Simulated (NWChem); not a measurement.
## Correlation energy of hydrogen iodide (HI)

```xyz
2

I      0.0000     0.0000     0.0302
H      0.0000     0.0000    -1.6026
```
Charge 0, spin multiplicity 1.

Everything below was run with NWChem. The geometry was optimised at PBE/def2-SVP with def2 effective core potentials on I, a minimum by its harmonic frequencies.

Basis set: def2-TZVP. Each correlation energy counts from its own Hartree-Fock reference.

Effective core potentials replace the inner electrons of I; spin-orbit coupling is left out. The correlated methods keep 4 core orbitals frozen. Coupled-cluster values serve here as a point of comparison, not as the truth.

Problem. Order these methods by the correlation energy they give, lowest first: MP2, SCS-MP2, CR-CCSD[T], CCSD, CCSD+T(CCSD).

Solution. MP2 (-502.8 mHa), CCSD+T(CCSD) (-490.9 mHa), CR-CCSD[T] (-489.1 mHa), CCSD (-481.5 mHa), SCS-MP2 (-446.8 mHa)
